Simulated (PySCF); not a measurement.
Polarisability and C₆ of N(2+) (nitrogen, charge +2)

[He] 2s2 2p1, 2P determinant. All numbers are calculated (PySCF 2.14, the non-relativistic Hamiltonian (point nucleus), in aug-cc-pVQZ with one added diffuse shell each of s, p, d, f, g type (7s6p5d4f3g, 105 functions)). Coupled (time-dependent) response in atomic units; α is the mean over directions.

```tsv
method	mean α (bohr³)	α xx, yy, zz	C₆ (like pair)	S(−4)
UHF	2.714	2.825, 2.492, 2.825	3.843	9.197
PBE	2.589	2.702, 2.364, 2.702	3.677	6.898
PBE0	2.602	2.718, 2.371, 2.718	3.694	7.091
BLYP	2.589	2.707, 2.353, 2.707	3.661	6.953
PW91	2.596	2.707, 2.372, 2.707	3.680	7.013
```

S(−4) is the Cauchy moment in α(ω) = α(0) + S(−4) ω² + …

α(iu) at UHF:

```
u (hartree)  α(iu) (bohr³)
          0          2.714
     0.0500          2.691
      0.100          2.628
      0.200          2.423
      0.300          2.172
      0.500          1.688
      0.750          1.238
       1.00         0.9387
       1.50         0.5922
       2.00         0.4073
       3.00         0.2263
       5.00        0.09986
```

A single London oscillator, α(iu) = α/(1 + u²/ω²), gives C₆ = (3/4) ω α². Matching the computed C₆ needs ω = 4 × 3.843 / (3 × 2.714²) = 0.696 hartree.

For an ion, C₆ is the dispersion term alone; charge-induced terms of lower order in 1/R come first.

The components differ because the open shell of this determinant is not spherical; for a pure term their mean is the scalar polarisability.
